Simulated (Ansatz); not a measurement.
Isolated molecules relaxed with PBE0-D4/def2-TZVP in Ansatz; ΔE leaves out vibrations. CCSD(T)/CBS adds triple-zeta CCSD(T) − MP2 to the extrapolated MP2 energy (def2 sets, frozen cores). One conformer a species, not always the lowest.

Reaction (formal exchange of groups at the Si–Si bond): `C[Si](C)(O)[SiH3]` + `C=C(O)SS` → `C[Si](C)(O)O` + `C=C([SiH3])SS`

`C[Si](C)(O)[SiH3]`:

```xyz
15

C     1.877    0.005    0.409
Si    0.039    0.278    0.282
C    -0.896   -1.030    1.240
O    -0.223    1.786    0.924
Si   -0.669    0.233   -1.965
H     2.192    0.044    1.455
H     2.157   -0.970    0.004
H     2.425    0.773   -0.140
H    -0.593   -1.021    2.292
H    -0.692   -2.025    0.836
H    -1.976   -0.869    1.197
H    -1.117    2.130    0.897
H    -0.538   -1.132   -2.549
H    -2.105    0.627   -2.070
H     0.120    1.171   -2.812
```

`C=C(O)SS`:

Z-matrix (Å, degrees):
```
C
C 1 1.329
H 1 1.080 2 120.5
H 1 1.082 2 120.3 3 178.6
O 2 1.338 1 123.7 3 178.7
S 2 1.781 1 118.2 3 -6.4
H 5 0.972 2 108.6 1 -168.0
S 6 2.039 2 102.5 1 155.8
H 8 1.350 6 100.0 2 -82.4
```

`C[Si](C)(O)O`:

```xyz
13

C    -0.047   -1.602   -0.072
Si   -0.281    0.231    0.188
C     0.911    1.228   -0.821
O    -0.146    0.566    1.803
O    -1.779    0.728   -0.273
H    -0.770   -2.183    0.506
H    -0.182   -1.858   -1.126
H     0.957   -1.926    0.220
H     0.792    2.292   -0.606
H     0.741    1.076   -1.890
H     1.945    0.950   -0.600
H     0.358   -0.047    2.339
H    -2.499    0.545    0.332
```

`C=C([SiH3])SS`:

```xyz
11

C     0.890    1.295    1.031
C     0.069    0.585    0.255
Si    0.716   -0.779   -0.858
S    -1.638    1.028    0.238
S    -2.579   -0.605   -0.536
H     1.959    1.115    1.016
H     0.535    2.083    1.690
H     0.247   -0.599   -2.254
H     0.322   -2.123   -0.370
H     2.198   -0.670   -0.805
H    -2.718   -1.329    0.593
```

| level | ΔE (kJ/mol) |
| --- | --- |
| MP2/def2-TZVPP | -191.8 |
| CCSD/def2-TZVPP | -184.3 |
| HF/def2-QZVPP | -197.7 |
| CCSD/CBS(def2) | -188.0 |

**Question.** What does CCSD(T)/CBS give? (Estimate.)

**Answer.** The calculation gave: -184.1 kJ/mol. The listed levels differ from it by -7.7, -0.2, -13.6, -3.9 kJ/mol.

Largest T1 diagnostic among the species: 0.013.

From PBE to PBE0 (25 % exact exchange), in def2-TZVPP and without D4, ΔE moves by −14.0 kJ/mol. In def2-TZVPP, CCSD(T) changes the Hartree–Fock value by +15.9 kJ/mol (the triples alone add +3.9 kJ/mol) and MP2 by +4.6 kJ/mol. The D4 term adds −4.1 kJ/mol with B3LYP and −1.9 kJ/mol with PBE0; it sums over pairs of atoms, weighted by their polarisabilities, and B3LYP, whose exchange is more repulsive, gets the larger term.

B3LYP here is the variant with VWN-RPA as its local correlation; programs differ in this.
